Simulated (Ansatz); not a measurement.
Coupled-cluster diagnostics for Mg3O2⁺ (the lowest doublet isomer of a short search), Ansatz.

Geometry of the doublet (PBE-D4/def2-SVP):

```xyz
5

Mg    0.5526    0.9501   -0.9794
Mg   -1.8072   -1.7981   -0.8262
Mg    0.4022   -0.0002    1.4160
O     1.3857    1.3791    0.6340
O    -0.5333   -0.5309   -0.2443
```

Correlated methods freeze 5 core orbitals; core or outer-core shells of Mg are correlated, in sets that lack core-valence functions. In CCSD on the charge 1 quartet the largest single amplitude is 0.24, so its Hartree–Fock determinant may place the open shell otherwise than the density functionals do. The structure comes from a short search, and lower isomers may exist.

Geometry of the charge 1 quartet (PBE-D4/def2-SVP):

```csv
atom,x (Å),y (Å),z (Å)
Mg1,-1.300,0.667,0.736
Mg2,2.142,1.379,0.128
Mg3,0.185,-1.519,-0.578
O4,-1.603,-0.754,-0.558
O5,0.576,0.228,0.272
```

Question: Estimate the CCSD(T) correlation energy, the shares of MP2 and (T), T1 and the reference's ⟨S²⟩ for: charge 1, doublet, own geometry in def2-SVP; charge 1, quartet, own geometry in def2-SVP; and the rough time on 4 threads of Arm Neoverse V2 on a shared host.

Answer: 
```
                          state     basis  correlation (eV)  MP2 share (%)  (T) share (%)     T1  ⟨S²⟩ (pure)  wall time                 remarks
charge 1, doublet, own geometry  def2-SVP           -12.974           98.0            3.1  0.019  0.75 (0.75)       15 s                       –
charge 1, quartet, own geometry  def2-SVP           -11.724           93.7            2.9  0.035  3.76 (3.75)       29 s  flagged by the program
```
Customary marks for T1 are 0.02 (closed shells), 0.045 (open shells) and about 0.05 (3d metals). T1 exceeds 0.02 in 1 of 2 rows and 0.045 in 0; the higher it lies, the less the single-reference result can be trusted.
